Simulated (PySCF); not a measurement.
**How far are cheaper levels from CCSD(T)/CBS for SrH?**

PySCF; the state is a doublet (σ ↑). The composite is CCSD(T) extrapolated to the basis-set limit from two correlation-consistent sets, with core-valence (CV) and scalar-relativistic (SR) terms as its label shows; it has no spin–orbit coupling and nothing beyond (T). Here it is CCSD(T)/CBS(DT). It gives Re = 2.146 Å, ωe = 1205 cm⁻¹ and De = 1.74 eV to Sr + H.

| level | basis | relativity | Re (Å) | ωe (cm⁻¹) | De (eV) |
| --- | --- | --- | --- | --- | --- |
| UHF | def2-TZVPP | scalar-relativistic core potentials | 2.194 | 1193 | 1.43 |
| UHF-SCS-MP2 | def2-SVP | scalar-relativistic core potentials | 2.179 | 1201 | 1.35 |
| UHF-SCS-MP2 | x2c-SVPall | spin-free X2C | 2.128 | 1184 | 1.45 |
| UHF-CCSD | def2-SVPD | scalar-relativistic core potentials | 2.161 | 1196 | 1.66 |
| UHF-CCSD(T) | x2c-SVPall | spin-free X2C | 2.131 | 1148 | 1.48 |
| PBE | def2-SVPD | scalar-relativistic core potentials | 2.149 | 1162 | 1.77 |
| PBEsol | def2-SVP | scalar-relativistic core potentials | 2.149 | 1168 | 1.83 |
| BLYP | def2-SVPD | scalar-relativistic core potentials | 2.161 | 1145 | 1.78 |
| PBE0 | x2c-TZVPall | spin-free X2C | 2.128 | 1208 | 1.80 |
| LC-ωPBE | x2c-SVPall | spin-free X2C | 2.113 | 1225 | 1.99 |

Q: Give the difference of each row from the composite.

A: 

```
      level        basis  ΔRe (pm)  Δωe (%)  ΔDe (eV)
        UHF   def2-TZVPP      +4.8     -1.0     -0.31
UHF-SCS-MP2     def2-SVP      +3.3     -0.3     -0.39
UHF-SCS-MP2   x2c-SVPall      -1.8     -1.7     -0.29
   UHF-CCSD    def2-SVPD      +1.5     -0.7     -0.08
UHF-CCSD(T)   x2c-SVPall      -1.5     -4.7     -0.26
        PBE    def2-SVPD      +0.3     -3.6     +0.03
     PBEsol     def2-SVP      +0.3     -3.1     +0.09
       BLYP    def2-SVPD      +1.5     -5.0     +0.04
       PBE0  x2c-TZVPall      -1.8     +0.2     +0.06
    LC-ωPBE   x2c-SVPall      -3.3     +1.7     +0.25
```

Q: Which rows come closest in De?

A: PBE in def2-SVPD (+0.03 eV); BLYP in def2-SVPD (+0.04 eV), counted from the composite.

Correlated steps freeze the inner cores (0 to 14 orbitals); shallow outer-core shells are correlated. Correlated levels converge slowly with the basis: in double zeta they bind strong bonds too weakly, by up to about 1 eV, and carry superposition errors of some tenths. Spin–orbit coupling is left out. The state is the lowest determinant that a PBE0 search found; another state may lie lower at other levels.
